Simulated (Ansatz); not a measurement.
Mulliken charges of H5NOS2Si (`N[Si](O)(S)S`) from PBE/def2-TZVPP in Ansatz (PBE0-D4/def2-TZVP geometry).

```tsv
atom	x (Å)	y (Å)	z (Å)	charge (e)
N1	-1.475	-0.407	-0.487	-0.370
Si2	0.075	0.000	0.097	0.519
O3	1.164	-0.979	-0.643	-0.344
S4	-0.160	-0.222	2.200	-0.278
S5	0.868	1.952	-0.257	-0.285
H6	-2.290	-0.017	-0.041	0.157
H7	-1.615	-0.502	-1.481	0.154
H8	0.978	-1.919	-0.585	0.194
H9	0.928	0.508	2.494	0.127
H10	1.611	1.535	-1.296	0.126
```

Question: By hand: the dipole of these point charges (1 e Å = 4.8032 D).

Answer: Σ q r = (-0.116, -0.202, -0.281) e Å, of length 0.365 e Å = 1.75 D.

Question: How does the dipole of the full density compare? (Estimate.)

Answer: Computed: (-0.183, -0.228, -0.277) e Å, 1.93 D; the point charges give 0.91 times that, at 9° from its direction.

Point charges leave out the atoms' own dipoles, such as those of lone pairs, and Mulliken's split depends on the basis, so the close match here is no proof of good charges.
